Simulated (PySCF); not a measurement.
Mo(O)2(Cl)(OMe) (CH3ClMoO3), SMILES [O](C)[Mo]([Cl])(=[O])=[O], multiplicity 1.

Geometry: B3LYP-D3(BJ)/def2-SVP. The multiplicity is an assumed one; other spin states were not compared. The def2 effective core potentials stand for the cores of Mo; spin–orbit coupling is left out. Other conformers were not sampled.

Level of theory: TDA-PBE/def2-SVPD run with PySCF 2.14.0.

Vertical excitations. The molecule is in vacuum.

List the lowest excited states. (The exact figures need the calculation; the answer reports its results.)


| state | energy (eV) | λ (nm) | f | main pairs |
|---|---|---|---|---|
| S1 | 4.35 | 285 | 0.002 | HOMO→LUMO 52 %, HOMO−1→LUMO 23 %, HOMO→LUMO+1 15 % |
| S2 | 4.40 | 282 | 0.003 | HOMO−1→LUMO 60 %, HOMO→LUMO 27 % |
| S3 | 4.55 | 273 | 0.002 | HOMO→LUMO+1 73 %, HOMO−1→LUMO+1 14 % |
| S4 | 4.61 | 269 | 0.002 | HOMO−1→LUMO+1 64 %, HOMO−2→LUMO 10 % |
| S5 | 4.69 | 264 | 0.001 | HOMO−3→LUMO 74 % |
| S6 | 4.81 | 258 | 0.001 | HOMO−2→LUMO+1 71 %, HOMO−4→LUMO 17 % |
| S7 | 4.86 | 255 | 0.009 | HOMO−3→LUMO+1 55 %, HOMO−2→LUMO 21 % |
| S8 | 4.98 | 249 | 0.006 | HOMO−4→LUMO+1 50 %, HOMO−3→LUMO+1 18 %, HOMO−4→LUMO 10 % |
| S9 | 5.07 | 245 | 0.009 | HOMO→LUMO+2 41 %, HOMO−4→LUMO 24 %, HOMO−1→LUMO+2 17 %, HOMO−2→LUMO 8 % |
| S10 | 5.21 | 238 | 0.005 | HOMO→LUMO+2 31 %, HOMO−4→LUMO+1 30 %, HOMO−1→LUMO+2 9 %, HOMO−4→LUMO 6 % |
| T1 | 3.95 | 314 | 0 | HOMO→LUMO 95 % |
| T2 | 4.05 | 306 | 0 | HOMO−1→LUMO 85 % |
| T3 | 4.19 | 296 | 0 | HOMO→LUMO+1 81 % |
| T4 | 4.30 | 288 | 0 | HOMO−2→LUMO 47 %, HOMO−1→LUMO+1 30 %, HOMO−1→LUMO 7 % |
Triplets are in the Tamm–Dancoff approximation.
